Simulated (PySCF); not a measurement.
SMILES [SiH3]N([SiH3])[SiH3] (H9NSi3), GFN2-xTB optimised geometry.

```
13

Si    -0.85    -1.39    -0.42
N      0.01     0.07     0.00
Si     1.75     0.07     0.00
Si    -0.85     1.59     0.00
H     -0.94    -1.53    -1.88
H     -2.19    -1.30     0.16
H     -0.11    -2.51     0.15
H      2.26     0.26    -1.36
H      2.19     1.17     0.86
H      2.19    -1.21     0.53
H     -0.11     2.51     0.86
H     -0.93     2.14    -1.36
H     -2.19     1.34     0.53
```

Density from B3LYP/def2-TZVP run with PySCF at that geometry.

Minimum of the electron density along straight lines between bonded atoms, close to the bond critical point (lines longer than 1.1 times the sum of covalent radii, or with two minima, are not listed):

```csv
bond,length / Å,ρ at the minimum / e bohr⁻³,∇²ρ there / e bohr⁻⁵,position (fraction from the first atom)
Si1–N2,1.745,0.125,0.50,0.40
N2–Si3,1.745,0.125,0.50,0.60
N2–Si4,1.745,0.125,0.50,0.60
Si1–H5,1.468,0.126,0.17,0.49
Si1–H6,1.461,0.127,0.17,0.49
Si1–H7,1.461,0.127,0.17,0.49
Si3–H8,1.468,0.126,0.17,0.49
Si3–H9,1.461,0.127,0.17,0.49
Si3–H10,1.461,0.127,0.17,0.49
Si4–H11,1.461,0.127,0.17,0.49
Si4–H12,1.468,0.126,0.17,0.49
Si4–H13,1.461,0.127,0.17,0.49
```
